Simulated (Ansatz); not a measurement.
InBr3, relaxed as a singlet with RKS PBE0-D4/def2-SVP in Ansatz, starting from the GFN2-xTB geometry. Force threshold 0.02 eV/Å.

In the def2 sets In takes a core potential; there is no spin–orbit coupling.

Start:

Cartesian coordinates in Å:
```
In -0.0001 0.0001 0.0002
Br 0.9978 2.2811 -0.0983
Br -2.3352 -0.3735 -0.7851
Br 1.3375 -1.9077 0.8832
```

```csv
step,energy (eV),largest force component (eV/Å),SCF passes
1,-215267.6750,0.411,13
2,-215267.6832,0.352,18
3,-215267.6965,0.002,18
4 (rejected),-215267.6955,0.066,18
5,-215267.6965,0.002,18
```

Force components are those of the run's own axes.

End:

```xyz
4

In    0.0000    0.0001    0.0000
Br    0.9840    2.2499   -0.0970
Br   -2.3031   -0.3684   -0.7742
Br    1.3191   -1.8816    0.8711
```

By distances, no bond broke or formed. The bond that changes most is In1–Br3, from 2.49 to 2.46 Å (atoms count from 1).

The force fell under the threshold at step 3, but the optimiser went on. No frequencies were taken in this run, so the end may be a saddle point.

Run time 12 s (2 threads of Arm Neoverse V2 on a shared host).
